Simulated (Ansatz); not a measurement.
Basis-set extrapolation for CH5AlBF (`C[BH][AlH][F]`) (PBE0-D4/def2-TZVP geometry, frozen core, Ansatz 0.2.0). Multiplicity 1, RHF reference.

|  | def2-TZVPP | def2-QZVPP |
| --- | --- | --- |
| HF | -406.942262 | -406.957714 |
| MP2 correlation | -0.602467 | -0.650593 |
| CCSD(T) correlation | -0.661156 | not run |

Energies in hartree. Use E(X) = E(∞) + A·exp(−7.88·√X) for Hartree–Fock and E(X) = E(∞) + B·X^(−2.97) for correlation, with X = 3 and 4, and add CCSD(T) minus MP2 of the smaller set to the MP2 limit.

Question: What is the CCSD(T) energy at the basis-set limit?

Answer: HF limit: -406.957714 + (-0.015452) × 0.13774 = -406.95984. MP2 limit: -0.650593 + (-0.048126) × 0.74074 = -0.68624. Higher-order term: -0.661156 − (-0.602467) = -0.05869. Total: -407.70477 hartree, 266.1 kJ/mol below CCSD(T)/def2-TZVPP.
